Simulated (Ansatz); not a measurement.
Zn3O6H6, a hydroxylated oxide cluster. Charge 0, multiplicity 1. Geometry r2SCAN-D4/def2-SVP, basis def2-TZVP, Ansatz.

```xyz
15

Zn   -0.4880    2.3276    1.6937
Zn   -0.0580    0.0109   -0.0300
Zn    0.4388   -2.2746   -1.7747
O    -1.4875    1.2171    0.4911
O    -0.1110   -1.9366    0.0388
O    -0.8718    3.7721    2.6851
O     0.9325    1.1082    1.2433
O     0.7815   -3.5911   -2.9434
O     0.4788   -0.3572   -1.8625
H    -2.4331    1.2070    0.3214
H    -0.0648   -2.5203    0.8013
H    -0.1141    4.0657    3.2058
H     1.8813    1.2341    1.3338
H     0.6348   -4.4639   -2.5586
H     0.4807    0.2011   -2.6449
```

```csv
run,HOMO (eV),LUMO (eV)
A,-7.38,-1.40
B,-11.82,1.75
C,-5.92,-1.95
D,-6.00,-1.96
E,-7.63,-1.06
F,-6.32,-1.56
```

B3LYP takes the VWN-RPA correlation.

Task: The runs used B3LYP, BLYP, HF, PBE, PBE0, r2SCAN. Estimate which is which.

Result: A B3LYP (20 % exact exchange); B HF (100 % exact exchange); C BLYP (0 % exact exchange); D PBE (0 % exact exchange); E PBE0 (25 % exact exchange); F r2SCAN (0 % exact exchange). Exact exchange lowers occupied and raises empty levels; among semilocal functionals meta-GGAs tend to open the gap a little, and such runs are hard to tell apart. The gap grows from 3.98 eV (BLYP) to 13.57 eV (HF).
